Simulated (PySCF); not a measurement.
Stepwise substitution at one centre (Ga NH2-H). All species are isolated molecules in the gas phase. One relaxed conformer stands for each flexible species; it need not be the lowest. Strings in code marks are SMILES.

The HOMO from two functionals at the same geometries (PBE0-D3(BJ)/def2-TZVP), both in PySCF: PBE-D3(BJ)/def2-TZVP and PBE0-D3(BJ)/def2-TZVP. 

```
species                                       PBE-D3(BJ)/def2-TZVP (eV)  PBE0-D3(BJ)/def2-TZVP (eV)
--------------------------------------------  -------------------------  --------------------------
0 of 3 NH2 replaced by H                                          -5.31                       -6.75
1 of 3 NH2 replaced by H (`[NH2][GaH][NH2]`)                      -5.31                       -6.70
2 of 3 NH2 replaced by H (`[NH2][GaH2]`)                          -6.09                       -7.39
3 of 3 NH2 replaced by H (`[GaH3]`)                               -7.35                       -8.59
```

Over these rows, drawn at random from the members with no instability flagged (it was tested for open shells, ions and some series alone), PBE minus PBE0-D3(BJ): mean +1.35 eV, from +1.25 eV to +1.44 eV.
